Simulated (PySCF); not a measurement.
# Spin-rotation constants: `Cc1snnc1C1CC1`, C6H8N2S

Molfile (atoms numbered from 1):
```
C6H8N2S
     RDKit          3D

 17 18  0  0  0  0  0  0  0  0999 V2000
   -2.2527   -1.0423   -0.4731 C   0  0  0  0  0  0  0  0  0  0  0  0
   -1.6102    0.2544   -0.1460 C   0  0  0  0  0  0  0  0  0  0  0  0
   -2.4884    1.7236    0.0194 S   0  0  0  0  0  0  0  0  0  0  0  0
   -1.0960    2.5700    0.3381 N   0  0  0  0  0  0  0  0  0  0  0  0
   -0.0688    1.8520    0.3271 N   0  0  0  0  0  0  0  0  0  0  0  0
   -0.2735    0.5465    0.0615 C   0  0  0  0  0  0  0  0  0  0  0  0
    0.8520   -0.3941    0.0195 C   0  0  0  0  0  0  0  0  0  0  0  0
    1.9949   -0.1969    0.9817 C   0  0  0  0  0  0  0  0  0  0  0  0
    2.1892    0.1020   -0.4656 C   0  0  0  0  0  0  0  0  0  0  0  0
   -3.3130   -1.0123   -0.2360 H   0  0  0  0  0  0  0  0  0  0  0  0
   -1.7870   -1.8499    0.0894 H   0  0  0  0  0  0  0  0  0  0  0  0
   -2.1442   -1.2616   -1.5363 H   0  0  0  0  0  0  0  0  0  0  0  0
    0.5724   -1.4097   -0.2299 H   0  0  0  0  0  0  0  0  0  0  0  0
    2.4581   -1.0774    1.4006 H   0  0  0  0  0  0  0  0  0  0  0  0
    1.9232    0.6385    1.6603 H   0  0  0  0  0  0  0  0  0  0  0  0
    2.7896   -0.5689   -1.0609 H   0  0  0  0  0  0  0  0  0  0  0  0
    2.2474    1.1380   -0.7597 H   0  0  0  0  0  0  0  0  0  0  0  0
  1  2  1  0
  2  3  1  0
  3  4  1  0
  4  5  2  0
  5  6  1  0
  6  7  1  0
  7  8  1  0
  8  9  1  0
  6  2  2  0
  9  7  1  0
  1 10  1  0
  1 11  1  0
  1 12  1  0
  7 13  1  0
  8 14  1  0
  8 15  1  0
  9 16  1  0
  9 17  1  0
M  END
```

Method: PySCF, GIAO BHandHLYP/pcSseg-1 magnetisability, rotational g tensor and spin-rotation constants, non-relativistic, gas phase. Geometry: GFN2-xTB.

**Question.** Give the nuclear spin-rotation constants along the inertial axes (H = +C I·J) beside the isotropic shieldings.

**Answer.** Rotational constants 2.7435, 1.0702, 0.8232 GHz. A star marks the isotopologue with that one atom substituted, in its own axes.
```csv
atom,isotope,Caa (kHz),Cbb (kHz),Ccc (kHz),mean (kHz),σ (ppm)
N4,14N,1.107,0.257,0.060,0.475,-217.9
N5,14N,1.009,0.329,0.051,0.463,-232.6
H10,1H,0.006,-0.096,-0.076,-0.056,29.0
H11,1H,-0.132,-0.074,-0.053,-0.086,29.2
H12,1H,-0.293,-0.087,0.003,-0.126,29.3
H13,1H,-0.269,0.015,-0.091,-0.115,30.0
H14,1H,-0.131,-0.091,-0.059,-0.094,30.8
H15,1H,-0.236,-0.042,-0.059,-0.112,30.5
H16,1H,-0.128,-0.094,-0.057,-0.093,30.7
H17,1H,-0.233,-0.036,-0.063,-0.111,30.3
C1,13C*,0.401,0.139,0.094,0.211,175.5
C2,13C*,1.121,0.535,0.138,0.598,26.3
S3,33S*,1.956,0.453,0.343,0.917,-62.3
C6,13C*,1.177,0.484,0.176,0.613,22.6
C7,13C*,0.396,0.123,0.102,0.207,177.6
C8,13C*,0.298,0.102,0.154,0.185,175.5
```
For the geometry as given, no vibrational averaging.
